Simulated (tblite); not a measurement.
Run record: tight-binding relaxation, `[SiH3]CC1=C[CH2][GeH2][CH2]1`.

Computed with GFN2-xTB geometry optimisation, gas phase (tblite 0.8.0). Start geometry: from a force field or distance geometry. A driver script takes a list of jobs; this job's settings line and coordinates (Å) are shown.

Command:
```bash
OMP_NUM_THREADS=1 python probes_run.py task.json out
```

Input:
```
{"job": {"kind": "relax", "xc": "GFN2-xTB", "basis": "xTB"}, "charge": 0, "multiplicity": 1}
Si     2.460000     0.773100    -0.014100
C      1.569600    -0.726400    -0.675700
C      0.108500    -0.514900    -0.323200
C     -0.587400    -1.278800     0.404300
C     -1.996900    -0.989500     0.684200
Ge    -1.893900     0.953700     0.574700
C     -0.595300     0.684300    -0.882000
H      1.425300     1.723300     0.424100
H      3.402600     1.344300    -0.972800
H      3.143900     0.328800     1.226000
H      1.637300    -0.765400    -1.770800
H      1.925300    -1.666400    -0.236000
H     -0.138800    -2.215300     0.892400
H     -2.630500    -1.410100    -0.134800
H     -2.344500    -1.323200     1.681900
H     -3.176700     1.627100     0.157800
H     -1.158000     1.568300     1.784900
H      0.037200     1.538200    -1.064800
H     -1.197400     0.358100    -1.763700
```

Question: Estimate the output.

Answer: 
```
step      E/eV     max force
  0    -555.42101    5.893
  1    -555.56258    4.508
  2    -555.75704    1.127
  3    -555.80035    0.676
  4    -555.84649    1.053
  5    -555.90789    0.905
  6    -555.92830    0.397
  7    -555.94734    0.320
  8    -555.96186    0.475
  9    -555.97481    0.463
... (101 lines left out)
111    -556.16722    0.046
112    -556.16761    0.058
113    -556.16780    0.080
114    -556.16823    0.035
115    -556.16849    0.029
116    -556.16880    0.024
117    -556.16891    0.017
118    -556.16900    0.014
119    -556.16905    0.011
120    -556.16908    0.009
```

«max force» is the largest atomic force in eV/Å.

Question: From which step on does the largest force stay under 0.1 eV/Å, and how much energy is left to gain from there?

Answer: From step 106 (0.054 eV/Å), 5.1 meV above the end.

Main results: energy lowered by 17.3 kcal/mol over 120 steps; largest atomic force 0.009 eV/Å at the end.

Question: Where do the atoms end?

Answer: 0.742 Å rms from the input after alignment:
```
atom  x, y, z in Å
Si1    2.7394    0.4743    0.0894
C2     1.4520   -0.4865   -0.9425
C3     0.0788   -0.3386   -0.3767
C4    -0.4699   -1.2147    0.4559
C5    -1.8408   -0.9984    1.0275
Ge6   -2.3383    0.7860    0.3274
C7    -0.6906    0.8970   -0.7635
H8     2.4136    1.9027    0.0983
H9     4.0569    0.2865   -0.5220
H10    2.7301   -0.0397    1.4591
H11    1.4672   -0.1272   -1.9731
H12    1.7341   -1.5407   -0.9599
H13    0.0578   -2.1141    0.7455
H14   -2.5202   -1.7886    0.7002
H15   -1.8095   -1.0455    2.1178
H16   -3.6187    0.8320   -0.4649
H17   -2.4595    1.8538    1.3826
H18   -0.0923    1.7886   -0.5730
H19   -0.8997    0.8823   -1.8354
```

Question: Estimate the wall time. Hardware: one thread of an Arm Neoverse N1 (shared host).

Answer: About 1.7 s.
Labels such as C1 count atoms from 1, the log's own numbers from 0.
